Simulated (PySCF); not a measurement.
Species: C₇H₉NSi.
Numbering: `[CH3:1][C:2]#[C:3][SiH2:4][n:5]1[cH:6][cH:7][cH:8][cH:9]1` (hydrogens: H10, H11, H12 on C1; H13, H14 on Si4; H15 on C6; H16 on C7; H17 on C8; H18 on C9)

Torsions of this conformer, `[CH3:1][C:2]#[C:3][SiH2:4][n:5]1[cH:6][cH:7][cH:8][cH:9]1`: C3–Si4–N5–C6 122°.

The closed-shell ground state was solved at several levels (PySCF, density fitting, gas phase, non-relativistic). Isolated species at its PBE0-D3(BJ)/def2-SVP geometry (one conformer only).

```
        level  basis functions  total energy (Eh)  HOMO (eV)  LUMO (eV)  gap (eV)  dipole (D)
PBE0/pcSseg-1              205          -615.8001      -6.08      -0.33      5.75        2.86
 KT2/pcSseg-1              205          -624.6347      -5.04      -1.30      3.74        2.84
```

(1) Estimate the row for PBE0/def2-SVPD, a basis of 256 functions; the other rows only guide the guess.

(2) How far do the dipole and the HOMO energy spread over the levels?

Results:

(1) Total energy -615.5411 Eh, HOMO -6.11 eV, LUMO -0.37 eV, gap 5.74 eV, dipole 2.81 D.

(2) The dipole runs from 2.81 to 2.86 D (mean 2.84 D) and the HOMO from -6.11 to -5.04 eV.
